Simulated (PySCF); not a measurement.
**Deuteron quadrupole couplings in `[SiH3][SiH]([SiH3])[SiH2][C@@H]1C[C@@H]1Cl`**

Species: C3H13ClSi4.
Structure used (GFN2-xTB), in Å, numbered top down from 1:
```
atom  x, y, z in Å
Si1    3.1773    1.3806    0.8320
Si2    1.4551    0.3591   -0.3483
Si3    1.7136   -1.9535   -0.5086
Si4   -0.6217    1.1458    0.3615
C5    -1.9994    0.4672   -0.7485
C6    -3.3357    0.0970   -0.1648
C7    -2.4052   -0.9638   -0.6421
Cl8   -1.6092   -1.9823    0.5524
H9     3.0842    2.8421    0.8440
H10    3.1855    0.9590    2.2346
H11    4.5047    1.0621    0.3023
H12    1.5718    0.8683   -1.7404
H13    0.8065   -2.5840   -1.4698
H14    1.5271   -2.6121    0.7844
H15    3.0704   -2.2904   -0.9557
H16   -0.7974    2.6049    0.2729
H17   -0.9673    0.8088    1.7467
H18   -2.0219    0.8659   -1.7565
H19   -3.4642    0.2072    0.9010
H20   -4.2380    0.2737   -0.7329
H21   -2.6452   -1.5386   -1.5262
```

Level: PBE0/pcSseg-1 (PySCF, non-relativistic); Q(2H) = 0.00286 b; rigid geometry, the same for H and D, with no vibrational averaging.

Problem. Rank these positions by the coupling χzz of a deuteron there, largest first.
A. H12 (Si–H hydrogen)
B. H10 (Si–H hydrogen)
C. H19 (methylene hydrogen)
D. H21 (methine hydrogen)

Solution. C (220 kHz), D (215 kHz), B (110 kHz), A (102 kHz).

Problem. Give the electric field gradient Vzz (the principal value of largest size), its asymmetry and the 2H coupling at each hydrogen.

Solution. 
| atom | bonded to | bond length (Å) | Vzz (au) | η | χzz (kHz) |
| --- | --- | --- | --- | --- | --- |
| H9 | Si1 | 1.464 | 0.1645 | 0.00 | 111 |
| H10 | Si1 | 1.465 | 0.1642 | 0.00 | 110 |
| H11 | Si1 | 1.464 | 0.1647 | 0.00 | 111 |
| H12 | Si2 | 1.487 | 0.1520 | 0.00 | 102 |
| H13 | Si3 | 1.464 | 0.1654 | 0.01 | 111 |
| H14 | Si3 | 1.463 | 0.1657 | 0.01 | 111 |
| H15 | Si3 | 1.468 | 0.1617 | 0.00 | 109 |
| H16 | Si4 | 1.472 | 0.1586 | 0.01 | 107 |
| H17 | Si4 | 1.467 | 0.1616 | 0.04 | 109 |
| H18 | C5 | 1.084 | 0.3240 | 0.06 | 218 |
| H19 | C6 | 1.079 | 0.3281 | 0.07 | 220 |
| H20 | C6 | 1.081 | 0.3283 | 0.06 | 221 |
| H21 | C7 | 1.082 | 0.3199 | 0.12 | 215 |

Problem. Average by the element that carries the hydrogen.

Solution. on Si: 109 kHz over 9 positions, mean bond length 1.468 Å; on C: 218 kHz over 4 positions, mean bond length 1.081 Å.

Problem. How does χzz go with the bond length over the 9 Si–H bonds?

Solution. A straight-line fit has a slope of -3.9 kHz for each 0.01 Å, with a correlation coefficient of -0.98, over lengths from 1.463 to 1.487 Å. The longer bonds have the smaller couplings here.

The structure is a single GFN2-xTB conformer in the gas phase; no vibrational or solvent corrections. GFN2-xTB bond lengths can be off by several hundredths of an ångström, more for odd bonds, and the gradients follow them. A larger basis could move these couplings by a tenth or more.
